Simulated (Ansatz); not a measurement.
The same ligand exchange along the group Sc, Y.

Gas-phase electronic energies from Ansatz, PBE0-D4/def2-TZVP geometries. CBS: MP2 limit from def2 TZ/QZ plus the TZ coupled-cluster correction, frozen cores. This one scheme is used for every species. DFT in def2-TZVPP. Elements past krypton have def2 core potentials. For Sc, Y outer-core shells are correlated without core-valence functions, which leaves a few kJ/mol of doubt a bond. Scalar relativity is left out up to krypton. One conformer a species, not always the lowest.

| reaction | CCSD(T)/CBS(def2) (eV) |
| --- | --- |
| `[OH][Sc]([OH])[Cl]` + NH₃ → `[NH2][Sc]([OH])[OH]` + HCl | 1.26 |
| `[OH][Y]([OH])[Cl]` + NH₃ → `[NH2][Y]([OH])[OH]` + HCl | ? |

Question: Fill in the missing values. (Estimate.)

Answer: The calculation gave: `[OH][Y]([OH])[Cl]` + NH₃ → `[NH2][Y]([OH])[OH]` + HCl: +1.48 eV.

Largest T1 diagnostic: 0.016, for `[NH2][Sc]([OH])[OH]`.
